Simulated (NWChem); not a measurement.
System: C₄H₇, doublet; SMILES [CH]=C(C)C

```xyz
11

C      1.4780     0.2749    -0.0001
C      0.1839     0.0098     0.0004
C     -0.3454    -1.3987     0.0000
C     -0.8519     1.1084     0.0000
H      2.1074     1.1658    -0.0002
H      0.4663    -2.1380     0.0052
H     -0.9835    -1.5737     0.8827
H     -0.9744    -1.5765    -0.8888
H     -0.3974     2.1086     0.0034
H     -1.5005     1.0257    -0.8886
H     -1.5054     1.0217     0.8846
```
Atoms are numbered in this order, from 1.

All runs: NWChem. Pople sets run with spherical d functions. Spin-unrestricted. Geometry: optimised at PBE0/def2-SVP, spin-unrestricted. No stability test was run on the SCF state. B3LYP is NWChem's, with the RPA form of VWN correlation. Vertical excitations in the gas phase; the lowest state need not have the same character in each row. Excited states of an open shell can be spin-contaminated.

```csv
level,lowest excitation (eV),oscillator strength of that lowest state,lowest state with f > 0.02 (eV),oscillator strength of that bright state,"lowest empty minus highest occupied level, either spin (eV)"
"PBE/6-31+G*, TDA",2.77,0.002,5.11,0.031,2.37
"B3LYP/6-31+G*, TDA",2.72,0.002,5.72,0.038,4.25
"BHandHLYP/6-31+G*, TDA",…,0.002,…,0.041,…
```

Task: What belongs in the gaps?

Result: 
- BHandHLYP/6-31+G*, TDA, lowest excitation (eV): 2.91
- BHandHLYP/6-31+G*, TDA, lowest state with f > 0.02 (eV): 6.56
- BHandHLYP/6-31+G*, TDA, lowest empty minus highest occupied level, either spin (eV): 7.36
